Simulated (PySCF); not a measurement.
Isomers of CH6OSi. All species are isolated molecules in the gas phase. One relaxed conformer stands for each flexible species; it need not be the lowest. Strings in code marks are SMILES.

Method: ωB97X-D3(BJ)/def2-TZVP // PBE0-D3(BJ)/def2-TZVP run with PySCF. All candidates: neutral, multiplicity 1. Excitations are Tamm–Dancoff values on a coarser integration grid. The basis has no diffuse functions, so Rydberg states are missing or too high.

- HOMO–LUMO gap: 12.40 eV
- S1 excitation (TDA): 6.90 eV
- T1 excitation (TDA): 6.47 eV

Say which member has these values.
A. `C[SiH2]O` (C–Si–O–H torsion 69°)
B. `OC[SiH3]` (H–O–C–Si torsion 59°)
C. `CO[SiH3]`

B, `OC[SiH3]` (H–O–C–Si torsion 59°). The others give `CO[SiH3]`: 12.99 eV, 7.44 eV, 7.11 eV; `C[SiH2]O` (C–Si–O–H torsion 69°): 13.35 eV, 7.72 eV, 7.35 eV
